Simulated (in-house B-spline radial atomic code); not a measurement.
Cl²⁺. Computed with a B-spline radial atomic code. Model: all-electron spherical atom, spin shells full or empty, radial basis limit, no spin-orbit coupling, Breit or QED, empty-state partial waves extrapolated as (l+1/2)^-4, RPA, G0W0 and static COHSEX of the highest shell as one setting changes (uncorrelated shells keep exact exchange).

Given: element Cl; charge 2; filled core Ne; hamiltonian non-relativistic; mean-field start LDA VWN5; highest l of empty states 9; highest mean-field shell 3p up.

Shell: 3s 1 1, 3p 3 0 (electrons up and down).

| lowest nl shells left uncorrelated | RPA correlation energy (hartree) | G0W0 level (eV) | G0W0 minus most complete (meV) | COHSEX level (eV) | linearised minus solved G0W0 (meV) |
| --- | --- | --- | --- | --- | --- |
| 0 | -0.90173 | -39.522 | 0 | -42.277 | -44.8 |
| 1 | -0.77185 | -39.514 | 7.3 | -42.273 | -44.7 |
| 2 | ? | ? | ? | ? | ? |
| 3 | ? | ? | ? | ? | ? |
| 4 | -0.086566 | -39.91 | -388.1 | -41.865 | -26.3 |

(1) What follows for lowest nl shells left uncorrelated = 3?

(2) What follows for lowest nl shells left uncorrelated = 2?

Results:

(1) RPA correlation energy -0.2343 hartree; G0W0 level -39.375 eV; G0W0 minus most complete 146.7 meV; COHSEX level -41.988 eV; linearised minus solved G0W0 -43 meV.

(2) RPA correlation energy -0.62174 hartree; G0W0 level -39.501 eV; G0W0 minus most complete 21.1 meV; COHSEX level -42.248 eV; linearised minus solved G0W0 -44.5 meV.
